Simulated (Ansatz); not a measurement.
Reading a saddle point

A first-order saddle point of SiNH$_{5}$Cl$_{2}$, closed shell, PBE0-D4/def2-TZVP, with one imaginary mode of 1465i cm⁻¹:

```
9
angstrom
Si -0.5971 0.3043 0.3091
N 0.7310 -0.5895 -0.6014
Cl -1.9580 0.4539 -1.3138
Cl -0.2597 2.3031 0.6335
H -1.4382 -0.5309 1.1805
H 1.0471 -0.5519 0.5977
H 0.6868 -0.0202 1.5018
H 0.4575 -1.3907 -1.1612
H 1.3306 0.0218 -1.1462
```

Ansatz 0.2.0; basis: def2-TZVPP and def2-QZVPP; cores frozen in the correlated methods. Extrapolation: Hartree–Fock as exp(−7.88 √X), correlation as X^−2.97.

Question: Which contacts change along the imaginary mode, and what lies on either side? (Judge from chemistry; the calculation decides.)

Answer: Computed: The step is SiNH₃Cl₂ ([NH2][SiH]([Cl])[Cl]) + H₂ → SiH₂Cl₂ ([Cl][SiH2][Cl]) + NH₃, with the molecules in contact on both sides. Shortening one way: Si1–H7, N2–H6; lengthening the same way: Si1–N2, H6–H7.
```tsv
pair	one side (Å)	saddle (Å)	other side (Å)
Si1–H7	4.17	1.78	1.47
N2–H6	2.83	1.24	1.01
Si1–N2	1.69	1.84	2.39
H6–H7	0.75	1.11	2.80
```

Question: Which side is lower, and how far does the saddle lie above each? (Judge from chemistry; the value comes from the calculation.)

Answer: By the calculation: The side with Si1–N2, H6–H7 short is lower by 7.09 kcal/mol; the saddle lies 50.30 kcal/mol above it and 43.21 kcal/mol above the other (CCSD(T) at an estimated basis limit (MP2 extrapolated from triple and quadruple zeta, plus CCSD(T) − MP2 in triple zeta); electronic energies).

T1 diagnostic: at most 0.010.

Labels in which every atom is bracketed show which atoms are joined, not bond orders.

For scale, one of the runs: CCSD(T)/def2-TZVPP, 227 basis functions, launched by `ansatz run in.yaml --threads 4 --pin off --events-out ev --progress --plain --max-ram 9574MiB`. Time: 90 s of wall clock on 4 CPU threads of an Arm Neoverse V1; the host was shared. Peak host memory: 3.5 GiB.
